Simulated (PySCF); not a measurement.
C2H3O (SMILES [CH2]C=O), doublet, geometry from GFN2-xTB. Base run: PySCF with PBE/STO-3G.

PySCF was given this input:
```python
from pyscf import gto, scf, dft

mol = gto.Mole()
mol.atom = '''
    O     1.100602    0.246238   -0.401638
    C     0.040807    0.357824    0.205885
    H    -0.136440    1.236323    0.851899
    C    -1.013430   -0.577298    0.147867
    H    -1.923061   -0.430955    0.701326
    H    -0.909579   -1.458429   -0.462633
'''
mol.basis = 'sto-3g'
mol.charge = 0
mol.spin = 1
mol.verbose = 5
mol.build()

mf = dft.UKS(mol)
mf.xc = 'pbe'
mf.kernel()
mo_i, mo_e, stable_i, stable_e = mf.stability(internal=True, external=False, return_status=True, nroots=6, tol=1e-6)
print('internally stable:', stable_i, ' externally stable:', stable_e)
if not stable_i:
    umf = mf.copy()
    umf.scf_summary = {}
    umf.kernel(umf.make_rdm1(mo_i, mf.mo_occ))
mf.analyze()
```

The bond that is stretched is that between atoms 1 and 2. A test that says stable can miss a lower solution.

The base run was repeated with changes; each row names its change, and settings that it needs were set with it.

```csv
change,ΔE vs base (eV),<S^2>,E after following the instability (Eh),<S^2> there,stability test says,outcome
base,0.00,0.763,-,-,internally stable (external not tested),converged
bond × 1.25,0.44,0.754,-150.95033,0.75,internal instability,converged
bond × 1.5,2.28,0.764,-150.88509,0.76,internal instability,converged
bond × 1.8,4.38,0.945,-150.80601,0.94,internal instability,converged
bond × 2.2,-,-,-,-,-,not converged
bond × 3.0,5.82,1.773,-,-,internally stable (external not tested),converged
```

On stretching, the SCF can end on different states; <S^2> shows the spin contamination of each.
